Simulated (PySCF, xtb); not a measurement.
Cl3Si, multiplicity 2. Atoms are numbered in the order given.

```xyz
4

Cl     1.6776     0.9686    -0.1503
Si     0.0000     0.0000     0.5476
Cl     0.0000    -1.9371    -0.1503
Cl    -1.6776     0.9686    -0.1503
```
Charge 0, spin multiplicity 2.

Geometry optimised at PBE0-D3(BJ)/def2-SVP. The isomer is the one that the SMILES or the coordinates give; other isomers of the formula were not compared.

Computed with C-PCM-B3LYP/def2-SVP run with PySCF.

The values are the electrostatic part of the solvation free energy, E(continuum) − E(gas) at the gas-phase geometry, in a cavity of scaled van der Waals radii (PySCF's table); cavitation and dispersion terms are not included. The dipole moment in vacuum is 0.70 D.

| solvent | ε | ΔG(elec) (kcal/mol) | dipole (D) |
|---|---|---|---|
| water | 78.36 | -0.8 | 0.92 |
| tetrahydrofuran | 7.43 | -0.7 | 0.88 |
| chlorobenzene | 5.70 | -0.7 | 0.87 |

For comparison, GFN2-xTB/ALPB(water) (xtb, at the GFN2-xTB geometry, all terms of that model) gives 0.4 kcal/mol.
